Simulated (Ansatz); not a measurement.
The same path of Cl$_{2}$FGeH (5 atoms, charge 0, multiplicity 1) was run 3 times with different band settings. Lost on the way: Ge1–H2, Ge1–F3. Made: H2–F3.

The calculation used Ansatz, RKS BLYP-D4/def2-mTZVP.

Relaxed end points:

```xyz
5
Properties=species:S:1:pos:R:3
Ge 0.182 0.000 0.228
H 0.184 0.000 1.766
F 1.845 0.000 -0.345
Cl -0.764 1.776 -0.582
Cl -0.764 -1.776 -0.582
```

```xyz
5
Properties=species:S:1:pos:R:3
Ge -1.085 0.002 0.265
H 1.924 -0.005 1.696
F 1.583 0.003 0.815
Cl -0.867 1.740 -1.149
Cl -0.870 -1.740 -1.143
```

Common settings: spring 5.0 eV/Å²; optimiser quadratic models (default); start path through a guess of the saddle point; force threshold 0.05 eV/Å; end points relaxed.

| run | movable images | climbing image | iteration limit |
| --- | --- | --- | --- |
| 1 | 9 | yes | 60 |
| 2 | 6 | no | 60 |
| 3 | 9 | yes | 10 |

Question: What does each run give, and how far can it be trusted?

Answer: Run 1: converged after 8 iterations, highest image 2.039 eV above the first end. A vibrational analysis at the climbing image gives one clearly imaginary mode, 1182i cm⁻¹: a first-order saddle point.
Run 2: converged after 6 iterations, highest image 2.011 eV above the first end. No image climbed, so the highest image needn't sit at the top of the path.
Run 3: converged after 8 iterations, highest image 2.039 eV above the first end. Another band between the same ends (9 images) ends at a top of the same energy, where a vibrational analysis finds 1 clearly imaginary mode.
The orbitals stay closed-shell, which can raise the energy where a bond breaks towards radicals; this wasn't checked here.
